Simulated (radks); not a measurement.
Charge is removed step by step from the 2p down level of Ru3+, starting from [He] 2s2 2p(up 3, down 3) 3s2 3p6 3d10 4s2 4p6 4d5. All-electron calculation, scalar-relativistic Kohn-Sham, r2SCAN, spin-polarised, spherical densities, finite nucleus; open shells are filled with parallel spins first (spin-orbit coupling, left out, can overturn this in heavy ions); meta-GGA in the generalised Kohn-Sham scheme; Fermi nuclear charge, rms radius 4.4809 fm. Program: a radial shooting solver on a logarithmic mesh with Libxc functionals.

removed (e)  E - E(0) (eV)  eigenvalue (eV)  E minus straight line (eV)
0                    0.000          -2874.5                       0.000
0.25                721.53          -2902.3                     -10.456
0.5                 1450.0          -2930.1                     -13.951
0.75                2185.5          -2958.1                     -10.469
1                   2927.9          -2986.0                       0.000

Removing the whole electron costs 2927.9 eV by Delta-SCF, against 2874.5 eV from minus the eigenvalue at the starting occupation. Slater's transition state (half an electron removed) gives 2930.1 eV. Integrating minus the eigenvalue over the occupation (Janak's theorem) gives 2930.2 eV. In this scalar-relativistic scheme the density is built from large components alone, so the theorem holds only approximately. The mean slope of the eigenvalue, de/dn, is 112 eV per electron.
